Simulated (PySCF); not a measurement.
# Bi²⁺ (bismuth, charge +2) across methods

[Xe] 4f14 5d10 6s1 6p1 6d1, one real determinant (an excited configuration). All numbers are calculated (PySCF 2.14, scalar relativity through the core potential, in aug-cc-pwCVTZ-PP with ECP60MDF).

| method | E (hartree) | mean ε 6s α (eV) | mean ε 6p α (eV) | mean ε 6d α (eV) | Σ⟨r²⟩ (bohr²) | ⟨S²⟩ |
| --- | --- | --- | --- | --- | --- | --- |
| UHF | -212.00212 | -39.369 | -26.811 | -12.722 | 55.36 | 3.752 |
| LDA | -212.6235 | -34.956 | -22.776 | -11.457 | 53.19 | 3.751 |
| PBE | -212.9695 | -34.576 | -22.613 | -11.534 | 53.25 | 3.751 |
| r2SCAN | -213.0374 | -34.970 | -23.012 | -11.442 | 53.28 | 3.752 |
| PBEsol | -212.7423 | -34.701 | -22.661 | -11.478 | 53.12 | 3.751 |
| PBE0 | -212.9483 | -35.997 | -23.796 | -11.935 | 53.53 | 3.751 |
| wB97X-V | -212.9065 | -38.363 | -25.957 | -13.159 | 53.78 | 3.751 |
| B97-3 | -212.9829 | -35.859 | -23.641 | -11.868 | 53.60 | 3.751 |
| M06-2X | -212.8307 | -37.657 | -25.215 | -12.343 | 53.53 | 3.751 |

⟨L²⟩ = 8.02 against 12 for a pure F term, so this real determinant mixes terms. Energies and moments cover only the electrons outside the core potential. Spin-orbit coupling, absent here, splits the open shell strongly. The outer electron is Rydberg-like, and this basis confines it to a smaller radius and binds it less than a complete one would.
